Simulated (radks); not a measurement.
The numbers below are computed, except where a source is named.
Problem. Mean orbital radii <r> (bohr) of the fluorine ion F3+, [He] 2s2 2p2, of relativity; Dirac values are averaged over j with weights 2j + 1. Spin-unpolarised spherical Kohn-Sham, LDA (Slater exchange, Perdew-Wang correlation), point nucleus unless stated (finite: rms radius 2.8976 fm), a radial shooting solver on a logarithmic mesh with Libxc functionals. A level marked "c x" has the speed of light scaled by that factor and shares open shells by 2j + 1; other Dirac levels either fill j = l - 1/2 first or share by 2j + 1.

shell  non-rel.
1s       0.1772
2s       0.8813
2p       0.8276

Give the values at the level "Dirac, 2j+1 shares, finite nucleus".

Solution. 
shell  Dirac, 2j+1 shares, finite nucleus  change of magnitude (%)
1s                                 0.1769                    -0.13
2s                                 0.8801                    -0.13
2p                                 0.8274                    -0.03
